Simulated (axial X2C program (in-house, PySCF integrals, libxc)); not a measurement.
Low determinants of LiSb at the PBE0 level, 2c

Calculated with an in-house relativistic program for diatomic molecules. Two-component (2c) means X2C with spin–orbit coupling and atomic mean-field two-electron Coulomb and Gaunt terms. Basis: Sb dyall-cv3z [11s12p8d4f1g], Li dyall-cv3z [7s8p2d] (cores contracted in-house); Gaussian nuclei, density fitting, unrestricted open shells. Masses: Sb 120.904 u, Li 7.016 u.

Search at 2.611 Å (vertical energies from the lowest determinant):

```tsv
ΔE (eV)	state	electrons beyond evenly filled partner blocks	electrons in ±ω = 1/2, 3/2, 5/2, 7/2
0.00	Ω = 1	ω = -1/2, ω = 3/2	35 15 4 0
0.46	Ω = 0	none	36 14 4 0
0.58	Ω = 2	ω = 1/2, ω = 3/2	35 15 4 0
0.91	Ω = 0	none	34 16 4 0
1.29	Ω = 1	2 × ω = 1/2	34 16 4 0
2.74	Ω = 1	2 × ω = 1/2	36 14 4 0
2.78	Ω = 0	3 × ω = 1/2, ω = -3/2	35 15 4 0
```

Lowest determinant, Ω = 1 (⟨Sz⟩ = 0.97, ⟨Lz⟩ = 0.03 at PBE0): Re = 2.609 Å, ωe = 397.6 cm⁻¹.

The determinant in row 2 of the search, Ω = 0 (closed shell), was followed along the bond at PBE0; measured from the minimum of the lowest determinant it gives:

Te = 0.458 eV (3695 cm⁻¹), Re = 2.607 Å, ωe = 403.7 cm⁻¹.

Q: Compare the bond of the determinant in row 2 with that of the lowest one.

A: At PBE0 its Re is 0.002 Å shorter and its force constant, which goes as ωe², is 1.03 times that of the lowest determinant. T0 ≈ Te + Δωe/2 = 3695 + (3) = 3698 cm⁻¹.

The search compares states at one distance, so a state with another bond length can lie lower; it is not exhaustive and yields mostly the lowest determinant of each block pattern, so other components and higher states of one pattern are missing. These are energies of single determinants, not of spin-adapted states; PBE0 term energies can be off by some tenths of an eV, and the functional has no current term. Open-shell Ω = 0 determinants with evenly filled partner blocks cannot be reached by this program, so the Ω shown need not be the lowest component. The lowest determinant need not be the ground state where others lie within half an eV. A closed-shell Ω = 0 row of a π² shell mixes the 0⁺ component of the triplet with ¹Σ⁺ and matches no level; 0⁺ can lie lowest.
